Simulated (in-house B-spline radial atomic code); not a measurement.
PBE excitations of Mn VIII (Mn7+)

Method: PBE. Computed with a B-spline radial code for spherical atoms: linear response of the closed shell [Ne] 3s2 3p6 with the functional's adiabatic kernel; non-relativistic, point nucleus, no spin-orbit coupling, no double excitations, S, P, D and F terms only. Only terms of natural parity with L up to 3 were computed.

Command:
```bash
python run_td.py task.json out
```
Settings (radii: box in bohr, nucleus in fm):
```
Z                        25
electrons                18
configuration            [Ne] 3s2 3p6
hamiltonian              nr
method                   pbe,pbe
box_radius               12.81
intervals                51
```

Run time, properties included: 0.7 s on 1 thread of Intel(R) Xeon(R) Platinum 8375C CPU @ 2.90GHz (Ice Lake) (shared host).

The lowest states, in the order of their Tamm-Dancoff energies; the method's threshold (minus the highest occupied level) is 182.64 eV. Labels give the largest channel, * marks a mixed state, and oscillator strengths are full-response dipole values. Semilocal kernels can invert the small singlet-triplet splittings of Rydberg terms. Energies in eV:

```json
{"state": "3p → 3d 3P", "full response": "46.29", "Tamm-Dancoff": "46.46", "oscillator strength": "-"}
{"state": "3p → 3d 3F", "full response": "46.78", "Tamm-Dancoff": "46.97", "oscillator strength": "-"}
{"state": "3p → 3d 1F", "full response": "51.22", "Tamm-Dancoff": "51.24", "oscillator strength": "-"}
{"state": "3p → 3d 1P", "full response": "66.02", "Tamm-Dancoff": "68.93", "oscillator strength": "3.13"}
{"state": "3s → 3d 3D", "full response": "79.15", "Tamm-Dancoff": "79.22", "oscillator strength": "-"}
{"state": "3s → 3d 1D", "full response": "?", "Tamm-Dancoff": "?", "oscillator strength": "-"}
{"state": "3p → 4s 3P", "full response": "97.22", "Tamm-Dancoff": "97.23", "oscillator strength": "-"}
{"state": "3p → 4s 1P", "full response": "98.20", "Tamm-Dancoff": "98.25", "oscillator strength": "0.276"}
{"state": "3p → 4p 3S", "full response": "106.33", "Tamm-Dancoff": "106.36", "oscillator strength": "-"}
{"state": "3p → 4p 3D", "full response": "107.15", "Tamm-Dancoff": "107.17", "oscillator strength": "-"}
{"state": "3p → 4p 1D", "full response": "107.83", "Tamm-Dancoff": "107.84", "oscillator strength": "-"}
{"state": "3p → 4p 1S", "full response": "112.00", "Tamm-Dancoff": "112.28", "oscillator strength": "-"}
{"state": "3p → 4d 3P", "full response": "122.33", "Tamm-Dancoff": "122.35", "oscillator strength": "-"}
{"state": "3p → 4d 3F", "full response": "122.52", "Tamm-Dancoff": "122.53", "oscillator strength": "-"}
{"state": "3p → 4d 1F", "full response": "122.92", "Tamm-Dancoff": "122.92", "oscillator strength": "-"}
{"state": "3p → 4d 1P", "full response": "123.74", "Tamm-Dancoff": "123.81", "oscillator strength": "0.348"}
{"state": "3s → 4s 3S", "full response": "?", "Tamm-Dancoff": "?", "oscillator strength": "-"}
{"state": "3s → 4s 1S", "full response": "130.64", "Tamm-Dancoff": "130.75", "oscillator strength": "-"}
{"state": "3p → 4f 3D", "full response": "134.07", "Tamm-Dancoff": "134.08", "oscillator strength": "-"}
{"state": "3p → 4f 1D", "full response": "135.47", "Tamm-Dancoff": "135.50", "oscillator strength": "-"}
{"state": "3p → 5s 3P", "full response": "137.49", "Tamm-Dancoff": "137.49", "oscillator strength": "-"}
{"state": "3p → 5s 1P", "full response": "137.79", "Tamm-Dancoff": "137.79", "oscillator strength": "0.039"}
```

Task: Where does 3s → 3d 1D lie?

Result: At 84.33 eV in full response, 84.46 eV in Tamm-Dancoff.

Task: Where does 3s → 4s 3S lie?

Result: At 128.61 eV in full response, 128.62 eV in Tamm-Dancoff.

Task: How large is the singlet-triplet splitting of 3p → 3d (F terms) in Tamm-Dancoff?

Result: 4.27 eV, from the unrounded values.

Task: What polarisabilities and dispersion coefficient does the method give?

Result: Dipole 0.6321 bohr³, quadrupole 0.4699 bohr⁵, C6 0.8394 hartree·bohr⁶ for two such species.
